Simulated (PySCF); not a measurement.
Input and output of a geometry optimisation on `[CH3][Ge]([CH3])([CH3])[c]1cccnc1`.

Theory: PySCF, PBE0-D3(BJ)/def2-SVP geometry optimisation, gas phase.

Input of the driver that calls PySCF (job settings, then Cartesian coordinates in Å, the GFN2-xTB start):

```
{"job": {"xc": "PBE0", "basis": "def2-SVP", "d3": "d3bj", "grid": 1, "kind": "geom"}, "charge": 0, "multiplicity": 1}
C     -1.7663    -0.4608     1.7726
Ge    -1.1371    -0.0136    -0.0600
C     -1.9155    -1.2838    -1.3712
C     -1.6740     1.8465    -0.5144
C      0.8395    -0.1096    -0.0769
C      1.5916     0.6991     0.7675
C      2.9732     0.6229     0.7446
C      3.5623    -0.2727    -0.1349
N      2.8670    -1.0510    -0.9455
C      1.5489    -0.9655    -0.9109
H     -1.3566     0.2271     2.5065
H     -2.8497    -0.4060     1.8252
H     -1.4629    -1.4672     2.0461
H     -1.5824    -1.0602    -2.3805
H     -2.9996    -1.2144    -1.3513
H     -1.6395    -2.3079    -1.1373
H     -2.7557     1.9428    -0.4996
H     -1.3221     2.1149    -1.5062
H     -1.2609     2.5577     0.1951
H      1.0926     1.3858     1.4402
H      3.5788     1.2412     1.3908
H      4.6386    -0.3745    -0.1961
H      1.0250    -1.6238    -1.5939
```

The driver printed:

```
step   0  E = -2443.24191550  max force = 0.017012
step   1  E = -2443.24515468  max force = 0.004291
step   2  E = -2443.24537790  max force = 0.001458
step   3  E = -2443.24539682  max force = 0.003165
step   4  E = -2443.24543291  max force = 0.001146
step   5  E = -2443.24544315  max force = 0.000713
step   6  E = -2443.24545151  max force = 0.000185
optimisation converged
```

Energies are in Eh and forces in Eh/bohr. The run used 223 basis functions and 47 SCF iterations in all.

Rough CPU time on one thread of a shared machine: about 10 min.

Problem. How much energy does the optimisation gain, and how much of it in the first step?

Solution. 2.2 kcal/mol (96 meV) from step 0 to step 6; the first step changes the energy by -2.0 kcal/mol. The largest force component goes from 0.0170 to 0.00018 Eh/bohr.

Final geometry (Å):

```
atom  x, y, z in Å
C1    -1.791   -0.310    1.753
Ge2   -1.145   -0.048   -0.073
C3    -1.800   -1.469   -1.242
C4    -1.728    1.698   -0.732
C5     0.813   -0.077   -0.048
C6     1.545    0.764    0.798
C7     2.936    0.721    0.781
C8     3.558   -0.173   -0.091
N9     2.888   -0.984   -0.904
C10    1.558   -0.929   -0.875
H11   -1.367    0.446    2.430
H12   -2.888   -0.228    1.791
H13   -1.503   -1.305    2.125
H14   -1.457   -1.320   -2.276
H15   -2.900   -1.474   -1.244
H16   -1.452   -2.454   -0.898
H17   -2.827    1.763   -0.740
H18   -1.361    1.866   -1.755
H19   -1.339    2.503   -0.091
H20    1.033    1.458    1.475
H21    3.532    1.366    1.431
H22    4.652   -0.234   -0.130
H23    1.043   -1.615   -1.560
```

Point group near Cs, missed by 0.33 Å. PBE0-D3(BJ)/def2-SVP frequencies: not computed here. After the best overlay, start and end differ by 0.09 Å (root mean square over atoms).
